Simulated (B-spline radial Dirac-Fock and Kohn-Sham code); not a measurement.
Mn²⁺: eigenvalues, ΔSCF and the reference

System: Mn²⁺ in the configuration 1s2 2s2 2p6 3s2 3p6 3d3 4s2 (an excited configuration).

The density-functional columns are spherical, spin-unpolarised Dirac-Kohn-Sham results without Breit or QED terms: −ε is minus the orbital energy of the initial state and ΔSCF the difference of two total energies. The reference in the last column comes from Dirac-Fock ΔSCF + Breit + QED. All numbers are from an atomic code on a B-spline grid, in eV; a selection of levels is shown. The Kohn-Sham columns are given as differences from the reference.

```tsv
level	LDA −ε − DF	LDA ΔSCF − DF	Dirac-Fock
K (1s)	-142.2	+9.6	6589.2
L1 (2s)	-48.3	-21.0	825.7
L2 (2p1/2)	-32.6	-0.5	704.4
L3 (2p3/2)	-32.8	-1.2	694.2
M1 (3s)	-18.5	-8.0	136.2
M2 (3p1/2)	-10.8	-0.6	98.09
M3 (3p3/2)	-10.8	-0.7	96.76
M4,5 (3d)	-7.7	+1.7	44.98
N1 (4s)	-2.2	+2.4	26.21
```

Values without a named source are computed, but for edge energies of neutral atoms, which are taken from tables.
